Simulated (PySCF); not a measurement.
CH3FO2Si. Atoms are numbered in the order given.

```xyz
8

O     -0.6535     2.0210     0.0000
C      0.4898     1.6520     0.0000
O      0.8425     0.3723     0.0000
Si    -0.4475    -0.7536     0.0000
F      0.3208    -2.1726     0.0000
H      1.3708     2.3256     0.0000
H     -1.2227    -0.6400     1.2534
H     -1.2227    -0.6400    -1.2534
```

Geometry: PBE0-D3(BJ)/def2-SVP. The structure was generated by enumeration, and PubChem lists no compound with its InChIKey, so it may never have been made. The values are those of a single conformer.

These are PySCF with SMD-PBE0/def2-SVP values and carry that method's errors.

Solvation free energies are E(SMD) − E(gas) at the gas-phase geometry, for 1 M in both phases. In vacuum the dipole moment is 0.46 D.

Question: Rank water, toluene, diethylether by solvation free energy, most negative first.

Answer: diethylether (-3.2 kcal/mol), toluene (-1.9 kcal/mol), water (-1.1 kcal/mol)
